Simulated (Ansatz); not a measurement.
glyoxal (C₂H₂O₂), singlet, at a GFN2-xTB geometry; B97M-V/def2-TZVP run with Ansatz (an electronic-structure program).

Here is a job for Ansatz.
Ansatz 0.2 input:
```yaml
crystal:
  periodic: [false, false, false]
  atoms:
    - {symbol: C, position_ang: [0.02026430, 0.75833993, 0.00748046]}
    - {symbol: C, position_ang: [-0.02026430, -0.75833993, -0.00748046]}
    - {symbol: O, position_ang: [1.03960208, 1.38537393, 0.03158832]}
    - {symbol: H, position_ang: [-0.97907997, 1.22841153, -0.00597192]}
    - {symbol: O, position_ang: [-1.03960208, -1.38537393, -0.03158832]}
    - {symbol: H, position_ang: [0.97907997, -1.22841153, 0.00597192]}
basis:
  gaussian:
    orbitals: def2-TZVP
hamiltonian:
  xc: {name: B97M-V}
accuracy: high
```

What the program printed (banner, timings and long lists left out):

```
Functional definition: B97M-V
2384 factors; integrals over basis functions are off by at most 3.8e-9 eV
mean field evaluation 1: about -6196.2205 eV, gradient 5.0e1 eV
mean field evaluation 2: about -6187.6530 eV, gradient 8.4e1 eV
mean field evaluation 4: about -6200.6426 eV, gradient 2.3e0 eV
mean field evaluation 8: about -6200.6576 eV, gradient 6.9e-2 eV
mean field evaluation 16: about -6200.6576 eV, gradient 3.9e-6 eV
mean field -6200.65756574 eV, -227.8699625842 hartree, gradient 3.3e-8 eV, S^2 0.000000; 0 other end points of the search recorded, 0 dependent functions left out
reference -6200.65757023 eV, -227.8699627491 hartree; 15, 15 occupied and 121, 121 virtual orbitals, 2384 factors
Total energy: -6200.65757023 eV, -227.8699627491 hartree
```
